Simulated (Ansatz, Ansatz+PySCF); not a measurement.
```yaml
atoms:
  - { symbol: Li, position_ang: [-0.0394, -0.0304, -1.3982] }
  - { symbol: Li, position_ang: [-0.0238, 0.0192, 1.3540] }
```

Basis set: def2-SVP (spherical functions). All electrons are correlated. Charge 0, multiplicity 1.

Computed with Ansatz (development build ahead of 0.2.0); each method stands on the lowest determinant of its kind that the runs found. Restricted open shells among the atoms or ions are ROHF, correlated in semicanonical orbitals with singles. Restricted functionals stand beside restricted open-shell atoms, which can lie above the unrestricted atoms usual in DFT and then raise those values.

Problem. Give the atomization energy at this shape (free ground-state atoms in the same class of orbitals less the molecule, no zero-point energy) of singlet Li₂ by ωB97X (restricted), r²SCAN (restricted), PBE0 (restricted), PBE (restricted), full CI (lowest root of this spin), RHF-CCSD(T), RHF-CCSD, RHF-MP2, UHF-MP2, UHF.

Solution.

```tsv
method	atomization energy
ωB97X (restricted)	90.5 kJ/mol
r²SCAN (restricted)	77.2 kJ/mol
PBE0 (restricted)	81.6 kJ/mol
PBE (restricted)	85.4 kJ/mol
full CI (lowest root of this spin)	83.5 kJ/mol
RHF-CCSD(T)	83.4 kJ/mol
RHF-CCSD	83.1 kJ/mol
RHF-MP2	55.4 kJ/mol
UHF-MP2	48.6 kJ/mol
UHF	16.4 kJ/mol
```

Caution for UHF-MP2: another reference gives a lower total. Caution for UHF-MP2, UHF: the determinant breaks the point group; the unrestricted determinant is spin contaminated.
